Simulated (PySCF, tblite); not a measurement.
Isomers of C3H13NOSi4, one GFN2-xTB conformer each. Single-point energies are computed at PBE0/pcSseg-1 (PySCF, gas phase, no added dispersion term), electronic only.

```json
{"SMILES": "[SiH3]C[SiH2]O[Si@@H]1C=C[SiH2]N1", "GFN2-xTB relative energy (kJ/mol)": "0.0"}
{"SMILES": "[SiH3]N([SiH3])[C@]1([SiH3])C=CO[SiH2]1", "GFN2-xTB relative energy (kJ/mol)": "83.8"}
```

Conformers: `[SiH3:1][CH2:2][SiH2:3][O:4][Si@@H:5]1[CH:6]=[CH:7][SiH2:8][NH:9]1` with Si1–C2–Si3–O4 -177°, C2–Si3–O4–Si5 46°, Si3–O4–Si5–C6 59°; `[SiH3:1][N:2]([SiH3:3])[C@:4]1([SiH3:5])[CH:6]=[CH:7][O:8][SiH2:9]1` with Si1–N2–C4–Si5 140°.

Q: What does PBE0/pcSseg-1 give for the same structures?

A: 
| SMILES | PBE0/pcSseg-1 E (Eh) | PBE0/pcSseg-1 (kJ/mol) | GFN2-xTB (kJ/mol) | point group |
| --- | --- | --- | --- | --- |
| [SiH3]C[SiH2]O[Si@@H]1C=C[SiH2]N1 | -1409.36501 | 0.0 | 0.0 | C1 |
| [SiH3]N([SiH3])[C@]1([SiH3])C=CO[SiH2]1 | -1409.23952 | 329.5 | 83.8 | C1 |

Both levels put the same isomer lowest. As drawn, the lower has an N–H bond, which the higher lacks.

Q: Which frontier levels, dipoles and rotational constants go with these structures?

A: 
```
                                 SMILES  HOMO (eV, PBE0/pcSseg-1)  LUMO (eV)  dipole (D)       A, B, C (MHz)
      [SiH3]C[SiH2]O[Si@@H]1C=C[SiH2]N1                     -7.49      -0.82        1.11  1308, 472.8, 397.6
[SiH3]N([SiH3])[C@]1([SiH3])C=CO[SiH2]1                     -6.29      -0.47        0.20  1088, 774.2, 628.1
```

Q: What happens when harmonic zero-point energies from GFN2-xTB frequencies are added?

A: 
```json
{"SMILES": "[SiH3]C[SiH2]O[Si@@H]1C=C[SiH2]N1", "ZPE (kJ/mol)": "378.1", "electronic (kJ/mol)": "0.0", "with ZPE (kJ/mol)": "0.0"}
{"SMILES": "[SiH3]N([SiH3])[C@]1([SiH3])C=CO[SiH2]1", "ZPE (kJ/mol)": "361.9", "electronic (kJ/mol)": "329.5", "with ZPE (kJ/mol)": "313.3"}
```

The zero-point energies span 16.2 kJ/mol. The order is unchanged.
